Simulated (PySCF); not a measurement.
# Co (cobalt, neutral) across methods

[Ar] 3d8 4s1, high-spin 4F determinant (an excited configuration). Calculation: PySCF 2.14, in aug-cc-pwCVTZ-DK (10s9p7d4f3g, 127 functions); the spin-free X2C one-electron Hamiltonian (Gaussian nucleus).

| method | E (hartree) | mean ε 4s α (eV) | mean ε 3d α (eV) | mean ε 3d β (eV) | Σ⟨r²⟩ (bohr²) | ⟨S²⟩ |
| --- | --- | --- | --- | --- | --- | --- |
| r2SCAN | -1393.221 | -5.104 | -4.989 | -3.462 | 33.18 | 3.751 |
| PBE | -1393.026 | -4.836 | -4.946 | -3.381 | 33.74 | 3.751 |
| PBE0 | -1393.013 | -5.354 | -6.857 | -5.123 | 33.31 | 3.751 |
| BHandHLYP | -1393.190 | -5.765 | -8.829 | -6.978 | 33.22 | 3.753 |
| TPSSh | -1393.256 | -5.009 | -5.589 | -4.061 | 33.38 | 3.751 |
| LDA | -1390.609 | -5.017 | -5.211 | -3.499 | 33.46 | 3.751 |
| wB97M-V | -1393.118 | -7.078 | -9.426 | -7.750 | 33.56 | 3.755 |

Task: Estimate the same row for UHF.

Result: E (hartree) = -1391.81094; mean ε 4s α (eV) = -6.471; mean ε 3d α (eV) = -12.468; mean ε 3d β (eV) = -10.080; Σ⟨r²⟩ (bohr²) = 33.94; ⟨S²⟩ = 3.752.
